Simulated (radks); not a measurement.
The rhenium ion Re+ inside a hard spherical wall (all orbitals vanish at R), configuration held at [Xe] 4f14 5d5 6s1 and not refilled when levels cross. Method: scalar-relativistic Kohn-Sham, PBE, spin-unpolarised, spherical densities, finite nucleus; Fermi nuclear charge, rms radius 5.3698 fm; computed with a radial shooting solver on a logarithmic mesh with Libxc functionals. Eigenvalues in eV, with the zero of energy where the potential of the charges vanishes at infinity; a dash marks a level that is unbound or too diffuse for the functional's potential to be trusted. A positive occupied level is held by the wall or, in an anion where self-interaction has pushed it up, behind a barrier. The pressure on the wall is -dE/dV.

R (bohr),E (hartree),kinetic (hartree),e(5p),e(4f),e(5d),e(6s),"e(6p, empty)","e(7s, empty)",pressure (GPa)
free,-16689.0931,18435.493,-54.815,-50.076,-12.944,-12.679,-6.969,-,0
20,-16689.0931,18435.493,-54.815,-50.076,-12.944,-12.679,-6.969,-,< 0.0001
15,-16689.0931,18435.493,-54.815,-50.076,-12.944,-12.679,-6.969,-,< 0.0001
12,-16689.0931,18435.493,-54.814,-50.076,-12.944,-12.679,-6.967,-3.146,< 0.0001
10,-16689.0930,18435.493,-54.813,-50.074,-12.942,-12.678,-6.952,-2.690,0.000776
6,-16689.0795,18435.608,-54.375,-49.614,-12.551,-12.198,-5.671,5.449,1.36
2.5,-16685.0026,18452.736,-32.765,-24.373,13.720,41.334,67.020,188.64,3150
1.5,-16640.6116,18609.892,74.633,68.704,151.96,357.11,420.12,866.46,152000
